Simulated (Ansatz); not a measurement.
Reaction (redistribution): `CC[O][In]([F])[F]` + `C[SiH2]N` → `[NH2][In]([F])[F]` + `CCO[SiH2]C`

Calculated with Ansatz (gas phase, PBE0-D4/def2-TZVP geometries, no zero-point term in ΔE). CCSD(T)/CBS is the MP2 limit (def2-TZVPP, def2-QZVPP) plus CCSD(T) − MP2 in def2-TZVPP, frozen cores. DFT in def2-TZVPP. def2 core potentials past Kr. For In outer-core shells are correlated without core-valence functions, which leaves a few kJ/mol of doubt a bond. Each species was taken in one conformer, which may not be the lowest.

| level | ΔE (eV) |
| --- | --- |
| PBE-D4 | -0.37 |
| CCSD(T)/def2-TZVPP | -0.45 |

(1) What does CCSD(T)/CBS give? (An estimate is asked.)

Largest T1 diagnostic among the species: 0.017.

Answers

(1) The calculation gave: -0.42 eV. The listed levels differ from it by 0.05, -0.03 eV.

In def2-TZVPP, CCSD(T) changes the Hartree–Fock value by +0.08 eV (the triples alone add +0.02 eV) and MP2 by +0.07 eV. From PBE to PBE0 (25 % exact exchange), in def2-TZVPP and without D4, ΔE moves by −0.06 eV.
